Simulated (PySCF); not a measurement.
SMILES [Si](F)(C(C)C)(Cl)F (C3H7ClF2Si), B3LYP/def2-SVP optimised geometry.

```
14

C      0.95    -1.36     0.02
C      0.38     0.07     0.00
C      0.91     0.90    -1.18
Si    -1.49     0.07     0.00
F     -2.07    -0.63    -1.34
F     -2.05     1.58     0.00
Cl    -2.30    -0.90     1.62
H      0.59    -1.93     0.89
H      2.05    -1.33     0.07
H      0.68    -1.91    -0.89
H      0.66     0.58     0.94
H      0.52     1.93    -1.17
H      0.63     0.45    -2.15
H      2.01     0.96    -1.15
```

Density from B3LYP/def2-TZVP in PySCF at that geometry.

Minimum of the electron density along straight lines between bonded atoms, close to the bond critical point (lines longer than 1.1 times the sum of covalent radii, or with two minima, are not listed):

```
bond     length / Å  ρ at the minimum / e bohr⁻³  ∇²ρ there / e bohr⁻⁵  position (fraction from the first atom)
-------  ----------  ---------------------------  --------------------  ---------------------------------------
C1–C2         1.539                        0.238                 -0.57                                     0.50
C2–C3         1.541                        0.237                 -0.56                                     0.50
C2–Si4        1.863                        0.135                   [?]                                     0.61
Si4–F5        1.617                        0.135                  0.90                                     0.42
Si4–F6        1.616                        0.135                  0.91                                     0.42
Si4–Cl7       2.057                          [?]                   [?]                                     0.36
C1–H8         1.101                        0.274                 -0.93                                     0.64
C1–H9         1.102                        0.272                 -0.92                                     0.64
C1–H10        1.102                        0.273                 -0.92                                     0.64
C2–H11        1.107                        0.270                 -0.89                                     0.64
C3–H12        1.101                        0.274                 -0.93                                     0.64
C3–H13        1.102                        0.273                 -0.92                                     0.64
C3–H14        1.103                        0.272                 -0.92                                     0.64
```

Fill in the missing entries.


- C2–Si4, ∇²ρ there / e bohr⁻⁵: 0.11
- Si4–Cl7, ρ at the minimum / e bohr⁻³: 0.102
- Si4–Cl7, ∇²ρ there / e bohr⁻⁵: 0.19
